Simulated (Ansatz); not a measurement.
Input for Ansatz (a quantum-chemistry and plane-wave program): R-wB97X-V/def2-TZVPP on CH6BP (SMILES CBP), a point of a torsion scan.

Ansatz 0.2 input:
```yaml
crystal:
  periodic: [false, false, false]
  atoms:
    - {symbol: C, position_ang: [-1.10259235, 0.16005533, -0.29645584]}
    - {symbol: B, position_ang: [0.01548429, -0.08501012, 0.77318704]}
    - {symbol: P, position_ang: [1.87336891, -0.01559859, 0.36952556]}
    - {symbol: H, position_ang: [-1.44788371, -0.82121629, -0.62909740]}
    - {symbol: H, position_ang: [-1.98164225, 0.66015190, 0.10733683]}
    - {symbol: H, position_ang: [-0.77925065, 0.70154495, -1.18358236]}
    - {symbol: H, position_ang: [-0.27774492, -0.44042320, 1.85194388]}
    - {symbol: H, position_ang: [1.93851581, -1.36611138, 0.06786858]}
    - {symbol: H, position_ang: [1.77308278, 0.32942928, -0.97095028]}
basis:
  gaussian:
    orbitals: def2-TZVPP
hamiltonian:
  xc: {name: wB97X-V}
scf: {lower_state_search: off}
```

Give the final energy of this run.

-407.8615 hartree.

How many basis functions does it have, and what does it roughly cost on one machine?

188 functions; roughly 7 core-seconds.
